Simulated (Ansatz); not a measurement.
Relaxation of CH₇BN₂ (11 atoms, charge 0, multiplicity 1), to a largest force component of 0.02 eV/Å in at most 40 steps.

These are results of RKS BLYP/STO-3G (Ansatz 0.2.0), not measurements.

```xyz
11
Properties=species:S:1:pos:R:3
B 0.000 0.000 0.000
C 0.000 0.000 1.600
H -1.000 -0.309 1.970
H 0.768 -0.711 1.970
H 0.232 1.020 1.970
N 1.342 0.000 -0.775
H 1.809 -0.918 -1.027
H 1.794 0.918 -1.053
N -1.342 0.000 -0.775
H -2.011 -0.816 -0.676
H -1.591 0.816 -1.404
```

**Question.** Where does it end, and by what steps?

**Answer.** The forces met the threshold. Limits of this set-up: minimal basis. After 15 steps the energy has fallen by 2.842 eV; H7 moved furthest, 1.38 Å.

```csv
step,energy less start (eV),largest force component (eV/Å),accepted
0,0.0000,2.645,yes
1,-0.7547,1.429,yes
2,-1.2616,1.071,yes
3,-1.5956,0.833,yes
4,-1.8573,2.135,yes
5,-2.0953,1.542,yes
6,-2.2824,1.021,yes
7,-2.4255,0.920,yes
8,-2.5969,0.743,yes
9,-2.7300,0.574,yes
10,-2.8152,0.248,yes
11,-2.8407,0.049,yes
12,-2.8402,0.213,no
13,-2.8415,0.052,yes
14,-2.8417,0.024,yes
15,-2.8417,0.011,yes
```

```xyz
11
Properties=species:S:1:pos:R:3
B -0.002 -0.008 -0.041
C -0.008 0.038 1.565
H -1.017 -0.133 1.987
H 0.663 -0.729 2.002
H 0.343 1.019 1.948
N 1.225 0.138 -0.750
H 1.318 0.121 -1.792
H 2.147 0.276 -0.276
N -1.221 -0.190 -0.756
H -2.147 -0.301 -0.286
H -1.301 -0.231 -1.799
```

Whether the end is a true minimum wasn't checked by a vibrational analysis.

The run took 23 s on 1 thread of Intel(R) Xeon(R) CPU @ 2.60GHz (Ice Lake), with other jobs on the host, peak memory 0.13 GiB.
